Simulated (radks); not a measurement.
The numbers below are computed, except where a source is named.
Coulomb parameter of the 4f shell of the ytterbium ion Yb+ in the model configuration [Xe] 4f12 6s1 6p2, as a second difference U = [E(n + 0.25) + E(n - 0.25) - 2 E(n)] / (0.25)^2 with all orbitals relaxed. "Bare": the charge of the atom changes with n. "Screened": the 6p shell takes up the change at fixed total charge, which measures U(4f,4f) + U(6p,6p) - 2 U(4f,6p). Code: a radial shooting solver on a logarithmic mesh with Libxc functionals. Model: scalar-relativistic Kohn-Sham, PBEsol, spin-unpolarised, spherical densities, finite nucleus; Fermi nuclear charge, rms radius 5.3108 fm.

case,configuration,E - E(n) (eV)
start,[Xe] 4f12 6s1 6p2,0.000
bare +0.25,[Xe] 4f12.25 6s1 6p2,-7.322
bare -0.25,[Xe] 4f11.75 6s1 6p2,8.502
screened +0.25,[Xe] 4f12.25 6s1 6p1.75,-5.403
screened -0.25,[Xe] 4f11.75 6s1 6p2.25,6.076

U(bare) = 18.892 eV, U(screened by 6p) = 10.768 eV, against the Slater integral F0(4f,4f) = 36.077 eV with frozen orbitals.
